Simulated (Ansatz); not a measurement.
Al2F2H4 (`[F+]1[AlH2-][F+][AlH2-]1`), 8 atoms. Charge 0, multiplicity 1. All runs use 4 threads of an Arm Neoverse V2 on a shared host. Correlated methods freeze the cores. Open-shell runs search over several starts.

(1) How many basis functions does each run have, and how long does it take in Ansatz? UKS ωB97X-V/def2-TZVPP energy of the cation; RHF-MP2/def2-QZVPP energy; RKS PBE0-D4/def2-TZVP frequencies; RKS ωB97M-V/def2-QZVPP energy; RKS r2SCAN0-D4/def2-TZVPP energy; RHF-CCSD(T)/def2-TZVPP energy; RKS PBE0-D4/def2-QZVPP energy; UKS r2SCAN-D4/def2-TZVPP energy of the cation; direct RPA on PBE orbitals/def2-TZVPP energy; RKS ωB97M-V/def2-SVP energy; RKS revPBE-D4/def2-TZVPP energy; UKS B2PLYP (frozen core)/def2-TZVPP energy of the cation. (Estimate.)

## Answers

(1) The calculation gave: Other jobs shared the machine, so times are rough.

```
                                level                   job  functions  wall time  peak host memory (GiB)
             RKS revPBE-D4/def2-TZVPP                energy        202      1.1 s                    0.23
direct RPA on PBE orbitals/def2-TZVPP                energy        202      2.5 s                    0.38
            RKS r2SCAN0-D4/def2-TZVPP                energy        202      2.8 s                    0.44
                 RKS ωB97M-V/def2-SVP                energy         84        3 s                    0.38
               RKS PBE0-D4/def2-QZVPP                energy        374      3.8 s                     1.1
                   RHF-MP2/def2-QZVPP                energy        374        8 s                     1.6
             UKS r2SCAN-D4/def2-TZVPP  energy of the cation        202      9.5 s                    0.54
               RKS ωB97M-V/def2-QZVPP                energy        374       11 s                     1.4
  UKS B2PLYP (frozen core)/def2-TZVPP  energy of the cation        202       12 s                    0.65
               RHF-CCSD(T)/def2-TZVPP                energy        202       30 s                     2.4
               UKS ωB97X-V/def2-TZVPP  energy of the cation        202       35 s                       1
                RKS PBE0-D4/def2-TZVP           frequencies        160       47 s                    0.38
```
